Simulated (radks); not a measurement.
Values are calculated unless marked as measured or tabulated.
Se IV, configuration [Ar] 3d10 4s1 4p2 (not the ground configuration).

Level of theory: scalar-relativistic Kohn-Sham, r2SCAN, spin-polarised, spherical densities, finite nucleus; open shells are filled with parallel spins first; meta-GGA in the generalised Kohn-Sham scheme; Fermi nuclear charge, rms radius 4.14 fm (a radial shooting solver on a logarithmic mesh with Libxc functionals).

Energy parts (eV):
| part | energy |
|---|---|
| total | -66061.773 |
| kinetic | 67416.006 |
| electron-nucleus | -158108.217 |
| Hartree | 27004.378 |
| exchange-correlation | -2373.939 |

Orbitals (lengths in bohr, moments of r in powers of bohr):
orbital  occ.  eigenvalue (eV)     <r^2>      <r>
1s up       1        -12577.17  0.002618  0.04409
1s down     1        -12576.83  0.002618  0.04409
2s up       1        -1658.569   0.04518   0.1957
2s down     1        -1658.498   0.04518   0.1957
2p up       3        -1461.405   0.03585   0.1711
2p down     3        -1461.174   0.03585   0.1711
3s up       1        -257.2331    0.3774   0.5726
3s down     1        -256.8771    0.3771   0.5726
3p up       3        -194.7703    0.4061   0.5885
3p down     3        -194.3440    0.4044   0.5877
3d up       5         -92.0847    0.4920   0.6280
3d down     5         -91.4058    0.4770   0.6207
4s up       1         -52.7271     3.013    1.635
4s down     0         -46.0710     3.031    1.635
4p up       2         -39.0721     3.858    1.846
4p down     0         -33.1005     4.161    1.909

The highest occupied level is 4p up at -39.072 eV. The configuration is held as typed, so some empty levels lie below it. Summed over all electrons, <r^2> = 19.07 bohr^2, which gives a Langevin (diamagnetic) susceptibility term of -15.1 x 10^-6 cm^3/mol.
